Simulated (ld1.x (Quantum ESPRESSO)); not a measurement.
Before and after: TM potential for Re (Z = 75)

| Quantity | Value |
| --- | --- |
| Element | rhenium (Re) |
| Generator | ld1.x (Quantum ESPRESSO) 7.5 |
| Type | norm-conserving Troullier–Martins (Kleinman–Bylander form) |
| Functional | LDA (PZ) |
| Relativity | fully relativistic |
| Frozen core | [Xe] 4f14 |
| Valence charge | 7 |
| Reference configuration | 5d5 6s2 6p0 |
| Partial waves | 6s (bound): rc 2.40 bohr; 5d (bound): rc 2.05 bohr; 6p (bound, empty): rc 4.00 bohr |
| Local potential | the p channel |
| Core correction | none |

Open shells are filled in proportion to 2j + 1 (rel_dist='average').

Change: wave 5d (bound): rc 2.05 bohr becomes 5d (bound): rc 2.98 bohr.

Cutoffs: the cutoffs (Ry, on a coarse ladder) from which the occupation-weighted sum of valence levels, in a spherical-Bessel basis at the reference potential, stays within 10 and 1 mRy of its value at 400 Ry; they do not see the model core or the augmentation charge, which bear on the density cutoff. Errors are all-electron minus pseudo energies relative to the spin-unpolarised reference configuration.

Q: How do hardness, ghosts and transferability respond?

A: The potential gets softer (35 Ry and 40 Ry → 25 Ry and 30 Ry); of the 7 tests that both files solve, the error grows in 2 and shrinks in 4 by more than 15 % and 0.3 meV (median size 13.0 → 5.5 meV); neither file shows a bound ghost. A larger radius leaves more room for a smooth pseudo-wave, so fewer plane waves are needed.

```tsv
quantity	base	changed
cutoff, loose	35 Ry	25 Ry
cutoff, tight	40 Ry	30 Ry
loose cutoff by channel (10 mRy a level)	s 6 Ry, d 30 Ry	s 6 Ry, d 21 Ry
bound ghosts	none	none
error for 5d5 6s1 6p0, meV [ΔE 9.52 eV]	+3.5	+4.3
error for 5d5 6s0 6p0, meV [ΔE 26.20 eV]	+6.9	+5.5
error for 5d4 6s0 6p0, meV [ΔE 53.64 eV]	-95	-97
error for 5d5 6s0 6p1, meV [ΔE 15.36 eV]	-13	-15
error for 5d4 6s2 6p1, meV [ΔE 5.07 eV]	-78	-46
error for 5d5.5 6s1.5 6p0, meV [ΔE 0.39 eV]	-12	-4.6
error for 5d6 6s0 6p0, meV [ΔE 9.72 eV]	-52	-1.9
s: phases at 4.38 bohr within 0.05 rad from the reference energy up to (Ry; the scan ends near 5)	0.4	0.4
p1/2: phases at 4.38 bohr within 0.05 rad from the reference energy up to (Ry; the scan ends near 5)	n/a	n/a
p3/2: phases at 4.38 bohr within 0.05 rad from the reference energy up to (Ry; the scan ends near 5)	n/a	n/a
d3/2: phases at 4.38 bohr within 0.05 rad from the reference energy up to (Ry; the scan ends near 5)	0.3	0.3
d5/2: phases at 4.38 bohr within 0.05 rad from the reference energy up to (Ry; the scan ends near 5)	0.3	0.3
```
